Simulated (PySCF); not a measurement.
Correlation energy of Si (silicon, neutral)

[Ne] 3s2 3p2, high-spin 3P determinant. All numbers are calculated (PySCF 2.14, the spin-free X2C one-electron Hamiltonian (Gaussian nucleus), in cc-pVTZ-DK). Frozen: [Ne]; 4 electrons correlated.

MP2 pair energies summed by pair of shells (mhartree):

```
 pair  energy  share (%)
3s-3p  -34.05       60.7
3s-3s  -16.29       29.1
3p-3p   -5.71       10.2
```

Total MP2 correlation energy: -56.06 mhartree.

Same-spin part -9.78 and opposite-spin part -46.28 mhartree; SCS-MP2 scales them by 1/3 and 6/5 to -58.80 mhartree.

```
  level  correlation energy (mhartree)
   CCSD                         -74.16
    (T)                          -2.44
CCSD(T)                         -76.60
```

Diagnostics: T1 = 0.012, D1 = 0.0295, largest double amplitude 0.100.

Cost of the coupled-cluster step: 0.45 s of wall time on 1 thread of Neoverse-N1 (shared host), for 4 correlated electrons.

Iterations:

```
CC2 = 0
CCSD nocc = (np.int64(3), np.int64(1)), nmo = (29, 29)
frozen orbitals [[0, 1, 2, 3, 4], [0, 1, 2, 3, 4]]
max_cycle = 100
direct = 0
conv_tol = 1e-08
conv_tol_normt = 1e-06
diis_space = 8
diis_start_cycle = 0
Init t2, MP2 energy = -0.0560575118001154
Init E_corr(UCCSD) = -0.0560575118002669
cycle = 1  E_corr(UCCSD) = -0.0684764078385226  dE = -0.012418896  norm(t1,t2) = 0.0544766
cycle = 2  E_corr(UCCSD) = -0.0719389617720192  dE = -0.00346255393  norm(t1,t2) = 0.0214865
cycle = 3  E_corr(UCCSD) = -0.0741418261575968  dE = -0.00220286439  norm(t1,t2) = 0.0103159
cycle = 4  E_corr(UCCSD) = -0.0741510168864295  dE = -9.19072883e-06  norm(t1,t2) = 0.00211194
cycle = 5  E_corr(UCCSD) = -0.0741677253892542  dE = -1.67085028e-05  norm(t1,t2) = 0.000332101
cycle = 6  E_corr(UCCSD) = -0.0741627748413088  dE = 4.95054795e-06  norm(t1,t2) = 8.10224e-05
cycle = 7  E_corr(UCCSD) = -0.0741655216316421  dE = -2.74679033e-06  norm(t1,t2) = 1.32136e-05
cycle = 8  E_corr(UCCSD) = -0.074164848721743  dE = 6.72909899e-07  norm(t1,t2) = 3.13068e-06
cycle = 9  E_corr(UCCSD) = -0.0741648446262114  dE = 4.09553162e-09  norm(t1,t2) = 5.89897e-07
UCCSD converged
E(UCCSD) = -289.5331420301401  E_corr = -0.07416484462621142
UCCSD(T) correction = -0.00243676921196649
```
